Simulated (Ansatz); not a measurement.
The same path of CH$_{6}$BN$_{3}$O (12 atoms, charge 0, multiplicity 1) was run twice with different band settings. Lost on the way: B5–N6, B5–H11. Made: N6–H11.

These are results of RKS PBE0-D4/cc-pVDZ in Ansatz, not measurements.

Relaxed end points:

```xyz
12
Properties=species:S:1:pos:R:3
N -1.604 0.378 0.188
C -0.184 0.420 0.109
O 0.160 1.761 0.186
N 0.461 -0.479 1.070
B 1.092 -1.170 -0.001
N 0.528 -0.284 -0.995
H -2.011 0.949 -0.551
H -1.931 -0.580 0.092
H 1.058 1.810 -0.169
H 0.626 -0.246 2.039
H 1.814 -2.126 -0.062
H 0.067 -0.488 -1.873
```

```xyz
12
Properties=species:S:1:pos:R:3
N -1.315 0.440 0.104
C 0.088 0.138 -0.018
O 0.766 1.350 -0.204
N 0.519 -0.538 1.199
B 0.776 -1.903 1.303
N 0.409 -0.776 -1.082
H -1.649 0.844 -0.772
H -1.833 -0.424 0.260
H 0.309 2.005 0.343
H 0.528 0.036 2.040
H 1.425 -0.828 -1.179
H 0.054 -0.400 -1.961
```

Common settings: movable images 5; climbing image yes; spring 5.0 eV/Å²; optimiser quadratic models (default); start path through a guess of the saddle point; end points relaxed.

| run | force threshold | iteration limit |
| --- | --- | --- |
| 1 | 0.05 eV/Å | 53 |
| 2 | 0.5 eV/Å | 60 |

(1) What does each run give, and how far can it be trusted?

Results:

(1) Run 1: converged after 20 iterations, highest image 4.010 eV above the first end. The profile has 2 maxima (images 3, 5) with wells between them (image 4): this band takes more than one step, which may be the mechanism or a detour left from its start path. Neighbouring images differ by up to 2.0 eV, so the band resolves the path poorly. A vibrational analysis at the climbing image gives one clearly imaginary mode, 1334i cm⁻¹: a first-order saddle point.
Run 2: converged after 15 iterations, highest image 4.051 eV above the first end. The threshold of 0.5 eV/Å is loose, so the images may lie well off the minimum-energy path. The profile has 2 maxima (images 3, 5) with wells between them (image 4): this band takes more than one step, which may be the mechanism or a detour left from its start path. Neighbouring images differ by up to 2.2 eV, so the band resolves the path poorly. The order of the stationary point at the top wasn't checked.
The orbitals stay closed-shell, which can raise the energy where a bond breaks towards radicals; this wasn't checked here.
